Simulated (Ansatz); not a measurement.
C2H5Be (SMILES [Be][CH2]C), doublet, at a GFN2-xTB geometry (such geometries of metal compounds can be far from the true shape) (the spin is typed, not shown lowest); Ansatz (a program for electronic structure) with HF/3-21G.

The Ansatz input:
Ansatz 0.2 input:
```yaml
crystal:
  periodic: [false, false, false]
  atoms:
    - {symbol: Be, position_ang: [0.85933721, 1.27233885, 0.93275173]}
    - {symbol: C, position_ang: [0.56076306, -0.25055913, 0.14233222]}
    - {symbol: C, position_ang: [-0.84351395, -0.22250351, -0.47271933]}
    - {symbol: H, position_ang: [0.61020702, -1.11881560, 0.80905596]}
    - {symbol: H, position_ang: [1.26725386, -0.48404437, -0.66214894]}
    - {symbol: H, position_ang: [-0.93756064, 0.57963184, -1.20497189]}
    - {symbol: H, position_ang: [-1.60561787, -0.06577650, 0.29088656]}
    - {symbol: H, position_ang: [-1.07512588, -1.16197497, -0.98150594]}
basis:
  gaussian:
    orbitals: 3-21G.json
hamiltonian:
  xc: hf
magnetization: {spin_polarized: true, initial_magnetization: 1}
```
The basis file holds 3-21G in the JSON format of the Basis Set Exchange.

Output, abridged:

```
Functional definition: HF
479 factors; integrals over basis functions are off by at most 9.8e-4 eV
mean field evaluation 1: about -2521.0091 eV, gradient 1.5e1 eV
mean field evaluation 2: about -2520.9966 eV, gradient 1.5e1 eV
mean field evaluation 4: about -2522.6822 eV, gradient 2.3e0 eV
mean field evaluation 8: about -2522.8017 eV, gradient 1.7e-1 eV
mean field -2522.80241140 eV, -92.7112786020 hartree, gradient 1.1e-5 eV, S^2 0.751684; 0 other end points of the search recorded, 0 dependent functions left out
reference -2522.80241140 eV, -92.7112786020 hartree; 11, 10 occupied and 26, 27 virtual orbitals, 479 factors
Total energy: -2522.80241140 eV, -92.7112786020 hartree
```
